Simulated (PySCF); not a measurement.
AlBH3NO, AlBH3O2 (calculated)

Computed with PySCF 2.14.0. Calculation on a computer-drawn molecule: the log of a Hartree-Fock and frozen-core CCSD(T) single point meant for a local Hartree-Fock minimum, with one planted fault or none, to be diagnosed. Offsets are logged minus clean, where the clean run is the same molecule without the fault. The reference is restricted for singlets and unrestricted otherwise, and also for a bond in bohr or an excited solution. Adding or removing an electron swaps singlet and doublet. The excited solution moves the top pair (singlet) or top alpha electron (doublet) to the lowest empty orbital. Highest occupied and lowest empty are orbital energies over both spins, largest force is the largest gradient component, triples share is (T) over the correlation energy, the T1 limit is 0.02 restricted and 0.045 unrestricted, electrons count all cores, a negative frequency is imaginary (commonest isotopes), and the dipole is about the centre of nuclear charge.

Common to all runs: meant charge 0; meant basis cc-pV(D+d)Z; logged SCF converged yes; logged CC converged yes; logged SCF stable within its kind yes; possible faults no fault, one electron removed, one electron added, multiplicity raised by two, geometry at a saddle point, SCF held on an excited solution, minimal basis STO-3G, one bond length entered in bohr, all coordinates scaled.

```yaml
- entry: 1
  formula: AlBH3NO
  logged_structure:
    atoms_angstrom:
      - [B, -1.0188, -2.2249, 0.9131]
      - [O, -0.9087, -1.0502, 1.5711]
      - [Al, -0.7986, 0.4014, 2.3617]
      - ["N", -0.6942, 1.7895, 3.117]
      - [H, -1.7713, -2.308, -0.0205]
      - [H, -0.362, -3.1643, 1.2742]
      - [H, -0.6263, 2.6552, 3.5905]
  given:
    meant_multiplicity: 1
    logged_electrons: 36
    logged_basis_functions: 27
    logged_spin_squared: 0.0
    "logged_highest_occupied [eV]": -5.0874
    "logged_lowest_empty [eV]": 8.039
    "logged_largest_force [hartree/bohr]": 0.10053
    logged_T1_diagnostic: 0.034072
    logged_D1_diagnostic: 0.10861
    logged_triples_share: 0.073649
    "logged_dipole_magnitude [debye]": 0.59158
    "logged_energy_HF [hartree]": -392.66397
    "logged_energy_CCSD(T) [hartree]": -392.893
    drawn_bonds_atom: [1, 2, 3, 1, 1, 4]
    drawn_bonds_other_atom: [2, 3, 4, 5, 6, 7]
    drawn_bonds_order: [1, 1, 2, 1, 1, 1]
  results:
    planted_fault: "minimal basis STO-3G"
    "HF_energy_offset_from_clean_run [kcal/mol]": 3158
    "CCSD(T)_energy_offset_from_clean_run [kcal/mol]": 3347
  notes: ["T1 above single-reference limit"]
- entry: 2
  formula: AlBH3NO
  logged_structure:
    atoms_angstrom:
      - [B, -1.0188, -2.2249, 0.9131]
      - [O, -0.9087, -1.0502, 1.5711]
      - [Al, -0.7986, 0.4014, 2.3617]
      - ["N", -0.6942, 1.7895, 3.117]
      - [H, -1.7713, -2.308, -0.0205]
      - [H, -0.362, -3.1643, 1.2742]
      - [H, -0.6263, 2.6552, 3.5905]
  given:
    meant_multiplicity: 1
    logged_electrons: 36
    logged_basis_functions: 80
    logged_spin_squared: 2.0087
    "logged_highest_occupied [eV]": -5.8802
    "logged_lowest_empty [eV]": 0.82194
    "logged_largest_force [hartree/bohr]": 0.10978
    logged_T1_diagnostic: 0.017441
    logged_D1_diagnostic: 0.049151
    logged_triples_share: 0.025239
    "logged_dipole_magnitude [debye]": 2.4944
    "logged_energy_HF [hartree]": -397.63679
    "logged_energy_CCSD(T) [hartree]": -398.12886
    drawn_bonds_atom: [1, 2, 3, 1, 1, 4]
    drawn_bonds_other_atom: [2, 3, 4, 5, 6, 7]
    drawn_bonds_order: [1, 1, 2, 1, 1, 1]
  results:
    planted_fault: "multiplicity raised by two"
    "HF_energy_offset_from_clean_run [kcal/mol]": 37.04
    "CCSD(T)_energy_offset_from_clean_run [kcal/mol]": 61.39
- entry: 3
  formula: AlBH3O2
  logged_structure:
    atoms_angstrom:
      - [B, 0.0316, -1.1538, 2.3991]
      - [O, 0.156, -0.6293, 1.0969]
      - [Al, 0.1691, 0.1074, -0.5259]
      - [O, 1.5692, -0.1489, -1.5868]
      - [H, -0.4974, -2.296, 2.5753]
      - [H, 0.4526, -0.486, 3.3953]
      - [H, 2.3991, -0.6683, -1.4164]
  given:
    meant_multiplicity: 2
    logged_electrons: 37
    logged_basis_functions: 80
    logged_spin_squared: 0.752
    "logged_highest_occupied [eV]": -9.4688
    "logged_lowest_empty [eV]": 0.60543
    "logged_largest_force [hartree/bohr]": 0.043247
    logged_T1_diagnostic: 0.019345
    logged_D1_diagnostic: 0.055627
    logged_triples_share: 0.024763
    "logged_dipole_magnitude [debye]": 0.35793
    "logged_energy_HF [hartree]": -418.18669
    "logged_energy_CCSD(T) [hartree]": -418.72831
    drawn_bonds_atom: [1, 2, 3, 1, 1, 4]
    drawn_bonds_other_atom: [2, 3, 4, 5, 6, 7]
    drawn_bonds_order: [1, 1, 1, 1, 1, 1]
  results:
    planted_fault: "all coordinates scaled, by +5.3 %"
    "HF_energy_offset_from_clean_run [kcal/mol]": 11.26
    "CCSD(T)_energy_offset_from_clean_run [kcal/mol]": 5.36
```
